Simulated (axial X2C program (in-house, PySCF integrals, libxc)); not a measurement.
**Spin–orbit effects down a group: molecules with B (ions), PBE0**

All values come from calculations with an axial X2C code built on PySCF integrals, spin-free (one-electron X2C) or two-component (2c: spin–orbit coupling with atomic mean-field Coulomb and Gaunt terms, which also bring small scalar terms), in Dyall basis sets with cores contracted in-house; open shells are unrestricted.

Basis sets: B dyall-av3z, C dyall-av3z, Ge dyall-acv3z, Pb dyall-acv3z, Si dyall-av3z, Sn dyall-acv3z.

| molecule | spin-free state | Re (Å) | ωe (cm⁻¹) | De (eV) | 2c state | Re 2c (Å) | ωe 2c (cm⁻¹) | De 2c (eV) |
| --- | --- | --- | --- | --- | --- | --- | --- | --- |
| BC⁻ | M_S = 1, Λ = 1 | 1.426 | 1355.3 | 5.17 | Ω = 2 | 1.426 | 1355.3 | 5.18 |
| SiB⁻ | M_S = 1, Λ = 1 | 1.862 | 818.0 | 3.55 | Ω = 2 | 1.862 | 818.0 | 3.56 |
| GeB⁻ | M_S = 1, Λ = 1 | 1.917 | 701.0 | 3.27 | Ω = 2 | 1.917 | 700.4 | 3.30 |
| SnB⁻ | M_S = 1, Λ = 1 | 2.120 | 600.4 | 2.71 | Ω = 2 | 2.121 | 596.1 | 2.77 |
| PbB⁻ | M_S = 1, Λ = 1 | 2.179 | 549.9 | 2.50 | Ω = 2 | 2.191 | 514.3 | 2.55 |

Fragments in 2c: C- + B, Si- + B, Ge- + B, Sn- + B, Pb- + B. Each entry is the lowest single determinant of a limited PBE0 search at one distance. De goes to single-determinant-based atoms at the same level (for ions the charge split of lowest energy) and is withheld (n/a) where an atom does not fit its ground term or J level. Main or longest-lived isotopes. One determinant is a doubtful description, or other states lie close, for BC⁻, SiB⁻, GeB⁻, SnB⁻, PbB⁻; these need not be ground states, and all values refer to the states named. Some open-shell Ω = 0 determinants are out of reach, so the Ω given for BC⁻, SiB⁻, GeB⁻, SnB⁻, PbB⁻ need not be the lowest component. With several unpaired electrons the Ω given is that of one determinant, not necessarily of the lowest component. Some light 2c atoms are not at their ground J level, so De misses part of their lowering (0.04 eV or less). The functionals have no current term, which raises determinants with orbital currents.
